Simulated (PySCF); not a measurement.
H3O4Si, SMILES [O][Si](O)(O)O, multiplicity 2.

Coordinates come from a B3LYP-D3(BJ)/def2-SVP optimisation. The isomer is the one that the SMILES or the coordinates give; other isomers of the formula were not compared. One conformer was computed; it need not be the lowest.

All values below come from TDA-PBE0/def2-SVPD run with PySCF.

Vertical excitations. 

Task: Give excitation energies, oscillator strengths and character. (The exact figures need the calculation; the answer reports its results.)

Result: 
```tsv
state	energy (eV)	λ (nm)	f	main pairs
root 1	0.58	2133	0.000	β HOMO→LUMO 83 %
root 2	2.22	558	0.001	β HOMO−2→LUMO 65 %, β HOMO−7→LUMO 19 %
root 3	3.67	338	0.016	β HOMO−1→LUMO 84 %
root 4	4.08	304	0.015	β HOMO−3→LUMO 86 %
root 5	4.74	262	0.009	β HOMO−5→LUMO 58 %, β HOMO−2→LUMO 16 %, β HOMO−4→LUMO 13 %, β HOMO−7→LUMO 9 %
root 6	4.89	254	0.007	β HOMO−4→LUMO 83 %, β HOMO−5→LUMO 15 %
root 7	5.31	234	0.027	β HOMO−6→LUMO 83 %
root 8	5.44	228	0.006	β HOMO−7→LUMO 61 %, β HOMO−5→LUMO 15 %, β HOMO−6→LUMO 14 %
root 9	7.50	165	0.004	α HOMO→LUMO 10 %, β HOMO→LUMO+1 83 %
root 10	7.81	159	0.004	α HOMO→LUMO 66 %, β HOMO→LUMO+1 11 %, β HOMO−1→LUMO+1 8 %
```
Unrestricted roots are not spin-pure.
